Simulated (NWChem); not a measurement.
# C2H5NOSi; SMILES N[Si@H]1C=CO1

```xyz
10

N     -0.0422    -1.9094     0.4614
Si    -0.0233    -0.4430    -0.4140
C     -1.0972     0.9670     0.0891
C      0.0695     1.6244     0.2626
O      1.1496     0.7913     0.0206
H      0.4281    -2.7405     0.1269
H     -0.2122    -1.9373     1.4587
H      0.1694    -0.8148    -1.8352
H     -2.1046     1.3438     0.1824
H      0.3051     2.6549     0.5278
```
Atoms are numbered in this order, from 1.

Level: B3LYP/6-31G* (spherical d) (NWChem), optimised geometry, unscaled harmonic frequencies. B3LYP is NWChem's, with the RPA form of VWN correlation.

Q: List the harmonic frequencies with IR intensities, and the thermochemistry.

A: 
```
frequency (cm⁻¹)  IR intensity (km/mol)
----------------  ---------------------
171                                 6.5
220                                 2.3
327                                92.0
388                               149.5
420                                43.0
586                                44.9
620                                14.9
695                                 6.6
734                                41.5
793                                30.4
880                                26.5
906                                29.5
954                               120.6
967                               160.2
1052                              104.0
1133                              103.3
1304                               11.6
1568                               84.2
1616                               66.0
2282                              161.1
3181                               28.1
3288                                1.6
3577                               31.2
3673                               29.2
```

```yaml
zero_point_energy: 44.8 kcal/mol
thermal correction to the enthalpy at 298.15 K (with zero-point energy): 49.0 kcal/mol
heat capacity Cv: 21.2 cal/(mol K)
entropy at 298.15 K and 1 atm (symmetry number 1): 74.8 cal/(mol K)
dipole_moment: 1.69 D
```

Rigid rotor and harmonic oscillator.
